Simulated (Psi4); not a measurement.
C₃H₉In (SMILES C[CH](C)[InH2]), singlet, geometry from GFN2-xTB (such geometries of metal compounds can be far from the true shape) (core potentials on In); Psi4 with CAM-B3LYP/def2-TZVPP.

Psi4 was given this input:
```
memory 2 GB

molecule mol {
0 1
  In   -0.263111    0.792936    0.222793
  H    -0.037935    1.330116    1.886461
  H    -0.667996    2.118465   -0.871535
  C     0.008320   -1.364767   -0.425607
  C     0.637364   -2.126011    0.730462
  C     0.853062   -1.399537   -1.691967
  H    -0.977258   -1.788911   -0.646892
  H     0.735091   -3.187721    0.494566
  H     1.631282   -1.733036    0.955756
  H     0.021969   -2.029895    1.629545
  H     0.417510   -0.751794   -2.458353
  H     0.907960   -2.413347   -2.094684
  H     1.869363   -1.055868   -1.489036
}

set basis def2-tzvpp
set reference rks

energy('cam-b3lyp')
print_variables()
```

What the program printed (banner, timings and long lists left out):

```
   => Loading Basis Set <=

    Name: DEF2-TZVPP
    Role: ORBITAL
    Keyword: BASIS

    !!!  WARNING: ECP capability is in beta. Please check occupations closely.  !!!

         ---------------------------------------------------------
                                   SCF
               by Justin Turney, Rob Parrish, Andy Simmonett
                          and Daniel G. A. Smith
                              RKS Reference
         ---------------------------------------------------------

  ==> Geometry <==

    Molecular point group: c1
    Full point group: C1

    Geometry (in Angstrom), charge = 0, multiplicity = 1:

       Center              X                  Y                   Z               Mass
    ------------   -----------------  -----------------  -----------------  -----------------
         IN          -0.211121282145     0.650155448346     0.183161857851   114.903878776000
         H            0.014054717855     1.187335448346     1.846829857851     1.007825032230
         H           -0.616006282145     1.975684448346    -0.911166142149     1.007825032230
         C            0.060309717855    -1.507547551654    -0.465238142149    12.000000000000
         C            0.689353717855    -2.268791551654     0.690830857851    12.000000000000
         C            0.905051717855    -1.542317551654    -1.731598142149    12.000000000000
         H           -0.925268282145    -1.931691551654    -0.686523142149     1.007825032230
         H            0.787080717855    -3.330501551654     0.454934857851     1.007825032230
         H            1.683271717855    -1.875816551654     0.916124857851     1.007825032230
         H            0.073958717855    -2.172675551654     1.589913857851     1.007825032230
         H            0.469499717855    -0.894574551654    -2.497984142149     1.007825032230
         H            0.959949717855    -2.556127551654    -2.134315142149     1.007825032230
         H            1.921352717855    -1.198648551654    -1.528667142149     1.007825032230

  Running in c1 symmetry.

  Rotational constants: A =      0.24906  B =      0.06889  C =      0.05717 [cm^-1]
  Rotational constants: A =   7466.59230  B =   2065.25964  C =   1713.79426 [MHz]
  Nuclear repulsion =  190.146369207900676

  Charge       = 0
  Multiplicity = 1
  Electrons    = 48
  Nalpha       = 24
  Nbeta        = 24

  ==> Algorithm <==

  SCF Algorithm Type is DF.
  DIIS enabled.
  MOM disabled.
  Fractional occupation disabled.
[...]
   @DF-RKS iter   3:  -309.76475919082964   -6.63267e-01   5.55543e-04 DIIS/ADIIS
   @DF-RKS iter   4:  -309.77383743240762   -9.07824e-03   1.96277e-04 DIIS/ADIIS
   @DF-RKS iter   5:  -309.77498881978357   -1.15139e-03   3.75471e-05 DIIS
   @DF-RKS iter   6:  -309.77504133906956   -5.25193e-05   1.16131e-05 DIIS
   @DF-RKS iter   7:  -309.77504713036808   -5.79130e-06   2.66883e-06 DIIS
   @DF-RKS iter   8:  -309.77504761866982   -4.88302e-07   9.65397e-07 DIIS
  Energy and wave function converged.

  ==> Post-Iterations <==

   Electrons on quadrature grid:
      Ntotal   =   47.9999920075 ; deviation = -7.993e-06

    Orbital Energies [Eh]
    ---------------------

    Doubly Occupied:

[...]
    Virtual:

[...]
    Final Occupation by Irrep:
              A
    DOCC [    24 ]
    NA   [    24 ]
    NB   [    24 ]

  @DF-RKS Final Energy:  -309.77504761866982

   => Energetics <=

    Nuclear Repulsion Energy =            190.1463692079006762
    One-Electron Energy =                -872.2258669072755310
    Two-Electron Energy =                 398.2531837532734471
    DFT Exchange-Correlation Energy =     -25.9487336725683555
    Empirical Dispersion Energy =           0.0000000000000000
    VV10 Nonlocal Energy =                  0.0000000000000000
    Total Energy =                       -309.7750476186698165

Computation Completed

Properties will be evaluated at   0.000000,   0.000000,   0.000000 [a0]

Properties computed using the SCF density matrix

 Multipole Moments:

 ------------------------------------------------------------------------------------
     Multipole            Electronic (a.u.)      Nuclear  (a.u.)        Total (a.u.)
 ------------------------------------------------------------------------------------

 L = 1.  Multiply by 2.5417464519 to convert [e a0] to [Debye]
 Dipole X            :        -18.6360161           18.6376837            0.0016676
 Dipole Y            :         54.4760669          -54.9072993           -0.4312324
 Dipole Z            :         15.2528346          -15.3832887           -0.1304541
 Magnitude           :                                                    0.4505357

 ------------------------------------------------------------------------------------

  Variable Map:
  ----------------------------------------------------------------------------
[...]
  Array Variable Map:
  ----------------------------------------------------------------------------
[...]
[...]
```
